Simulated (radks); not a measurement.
Dipole-allowed excitations along the series with 4 electrons in [He] 2s2. All-electron calculation, scalar-relativistic Kohn-Sham, LB94 model potential, spin-unpolarised, spherical densities, finite nucleus; Fermi nuclear charge, rms radius of each element as measured or else 0.836 A^(1/3) + 0.57 fm. Program: a radial shooting solver on a logarithmic mesh with Libxc functionals. Time-dependent linear response with the Hartree and adiabatic LDA kernel, continuum included through the Sternheimer equations, no spin-orbit coupling, so fine structure and intercombination lines are absent. Lines are the poles of the dipole polarisability below minus the highest occupied eigenvalue, found on a grid refined at the orbital gaps; the lowest seven at most are given, and weak or close lines can be missed. The first line takes the name of the lowest orbital gap if no other gap lies below it; otherwise a line is named after a gap within 0.6 % of it, if that gap stands alone.

species	-e(HOMO) (eV)	lowest orbital gap (eV)	first line (eV)	f	strongest line (eV)	its f	static alpha (bohr^3)
Sc17+	1205.4	2s-2p 43.705	59.491 (2s-2p)	0.156	698.49 (2s-3p)	0.718	0.03427
Ti18+	1338.4	2s-2p 46.887	63.546 (2s-2p)	0.151	774.41 (2s-3p)	0.723	0.02903
V19+	1478.5	2s-2p 50.244	67.786 (2s-2p)	0.147	854.37 (2s-3p)	0.727	0.02475
Cr20+	1625.8	2s-2p 53.794	72.231 (2s-2p)	0.143	938.40 (2s-3p)	0.730	0.02123
Mn21+	1780.2	2s-2p 57.557	76.898 (2s-2p)	0.140	1026.5 (2s-3p)	0.733	0.01831
Fe22+	1941.8	2s-2p 61.552	81.813 (2s-2p)	0.138	1118.8 (2s-3p)	0.736	0.01586
